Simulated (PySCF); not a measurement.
The dipole of `C#C[SiH](C#C)SC` from its density and from atomic charges.

Coordinates (GFN2-xTB, Å) and charges (e) from the PBE0/pcSseg-1 density (PySCF):

```
atom       x       y       z  Mulliken      IAO  Hirshfeld  ESP-fitted
  C1   2.697   0.183  -0.909   -0.1800  -0.1736    -0.0710     -0.3338
  C2   1.853   0.208  -0.053   -0.1915  -0.3364    -0.1544     -0.0817
 Si3   0.510   0.155   1.220   +0.8457  +0.8668    +0.3726     +0.3150
  C4  -0.658   1.535   0.824   -0.1912  -0.3364    -0.1543     -0.0802
  C5  -1.460   2.387   0.546   -0.1802  -0.1736    -0.0710     -0.3332
  S6  -0.555  -1.717   1.003   -0.2941  -0.1599    -0.0907     -0.2238
  C7  -1.089  -1.572  -0.729   -0.3995  -0.4979    -0.1164     -0.4237
  H8   3.447   0.176  -1.647   +0.0692  +0.2059    +0.1016     +0.3008
  H9   0.994   0.166   2.591   -0.0318  -0.0924    -0.0527     +0.0251
 H10  -2.153   3.144   0.312   +0.0690  +0.2059    +0.1017     +0.3002
 H11  -1.721  -0.696  -0.841   +0.1634  +0.1603    +0.0405     +0.1634
 H12  -0.217  -1.497  -1.372   +0.1633  +0.1603    +0.0405     +0.1649
 H13  -1.651  -2.471  -0.962   +0.1577  +0.1712    +0.0536     +0.2071
```

**Question.** Compute μ = Σ q r for each scheme (1 e·Å = 4.803 D) and compare with the dipole of the full density.

**Answer.** The full density gives (-0.02, 1.14, -1.77) D, 2.11 D in size; dipole vectors point from the negative to the positive end.

```
    scheme     μx     μy     μz  size (D)  share of the full size (%)  angle to the full dipole (°)
  Mulliken   0.29  -0.27   1.24      1.30                          62                           156
       IAO   0.18   0.25   0.14      0.34                          16                            88
 Hirshfeld   0.03   0.25  -0.28      0.38                          18                            11
ESP-fitted  -0.05   1.11  -1.78      2.10                         100                             1
```

**Question.** Which set comes closest?

**Answer.** Length of the difference vector: ESP-fitted 0.04 D, Hirshfeld 1.74 D, IAO 2.12 D, Mulliken 3.34 D. Closest: ESP-fitted. The schemes that divide the density aren't constrained to reproduce the dipole.

**Question.** What is left for the Hirshfeld atoms' own dipoles?

**Answer.** The shares of the density sum to the whole, so what Σ q r misses lies in dipoles about the nuclei. The atomic dipoles sum to (-0.02, 1.14, -1.77) − (0.03, 0.25, -0.28) = (-0.05, 0.89, -1.49) D, 1.74 D in size.

**Question.** With the origin at the mean of the coordinates, (0.000, 0.000, -0.001) Å, which are the largest single terms, by size, of the Hirshfeld dipole along the direction of the full one?

**Answer.** Si3 -1.70, S6 +0.77, H10 +0.71, H8 +0.70, H9 +0.53 D; all 13 atoms together +0.37 D. The single terms depend on the origin, their sum doesn't.

**Question.** Give the size of the full dipole in other units.

**Answer.** 2.11 D = 0.830 au = 0.439 e·Å = 7.04 × 10⁻³⁰ C·m.

Geometry: GFN2-xTB, one conformer, isolated molecule.

Shape of the structure used: `[CH:1]#[C:2][SiH:3]([C:4]#[CH:5])[S:6][CH3:7]`: C2–Si3–S6–C7 -58°.
